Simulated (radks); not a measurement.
The nuclear charge of neutral chlorine is varied continuously with 17 electrons held in [Ne] 3s2 3p5. All-electron calculation, scalar-relativistic Kohn-Sham, PBE, spin-polarised, spherical densities, point nucleus; open shells are filled with parallel spins first. Program: a radial shooting solver on a logarithmic mesh with Libxc functionals. By the Hellmann-Feynman theorem dE/dZ = E(electron-nucleus)/Z, the electronic potential at the nucleus. The scalar-relativistic energy here is not variational (the density holds large components alone), so the two differ by a part that grows with Z.

| Z | E (hartree) | E(electron-nucleus)/Z (hartree) | HOMO | e(HOMO) (eV) | <r> HOMO (bohr) |
|---|---|---|---|---|---|
| 16.8 | -448.58982 | -63.7455 | 3p | -5.897 | 1.940 |
| 16.9 | -454.99097 | -64.2378 | 3p | -6.988 | 1.899 |
| 17 | -461.44137 | -64.7297 | 3p | -8.119 | 1.859 |
| 17.1 | -467.94100 | -65.2213 | 3p | -9.291 | 1.823 |
| 17.2 | -474.48982 | -65.7127 | 3p | -10.503 | 1.788 |
| 17.3 | -481.08782 | -66.2039 | 3p | -11.754 | 1.755 |
| 17.4 | -487.73498 | -66.6949 | 3p | -13.043 | 1.723 |
| 17.5 | -494.43128 | -67.1857 | 3p | -14.369 | 1.693 |
| 17.6 | -501.17670 | -67.6764 | 3p | -15.733 | 1.664 |
| 17.7 | -507.97124 | -68.1670 | 3p | -17.134 | 1.637 |
| 17.8 | -514.81488 | -68.6574 | 3p | -18.571 | 1.610 |
| 17.9 | -521.70761 | -69.1478 | 3p | -20.045 | 1.585 |
| 18 | -528.64942 | -69.6380 | 3p | -21.554 | 1.561 |

The central difference of E at Z = 17 is -64.750 hartree, to compare with the third column; the second derivative is -4.92 hartree.
